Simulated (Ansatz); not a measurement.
Be₂Cl₄⁺, that is (ClBe-mu-Cl)2 with one electron fewer. Total charge 1; doublet. Geometry PBE0-D4/def2-SVP, that of the neutral singlet; atoms count from 1.

```xyz
6

Be    0.242    0.121   -1.286
Cl    0.577    0.290   -3.083
Cl   -0.468   -1.457   -0.225
Be   -0.241   -0.121    1.286
Cl   -0.580   -0.289    3.083
Cl    0.471    1.456    0.225
```

**Question.** Estimate the Mulliken populations from the PBE0/def2-TZVP orbitals of Ansatz.

**Answer.** 
```tsv
atom	charge (e)	spin (α − β)
Be1	0.28	-0.03
Cl2	0.19	0.47
Cl3	0.04	0.05
Be4	0.28	-0.03
Cl5	0.19	0.47
Cl6	0.04	0.05
```
Mulliken values and Mayer orders depend strongly on the basis.

**Question.** Where does the spin sit?

**Answer.** Summed by element: Be -0.05, Cl 1.05, of 1 unpaired in all. Largest on single atoms: Cl5 0.47, Cl2 0.47, Cl3 0.05.

**Question.** And the Mayer bond orders between bonded heavy atoms (over 0.3)?

**Answer.** Be1–Cl2 1.16 (1.84 Å); Be1–Cl3 0.78 (2.03 Å); Be1–Cl6 0.78 (2.03 Å); Cl3–Be4 0.78 (2.03 Å); Be4–Cl5 1.16 (1.84 Å); Be4–Cl6 0.78 (2.03 Å). Values over 0.3 also appear between atoms too far apart for a bond (Cl2–Cl5 0.36 at 6.30 Å); they arise where an orbital or an unpaired electron spreads over both atoms.
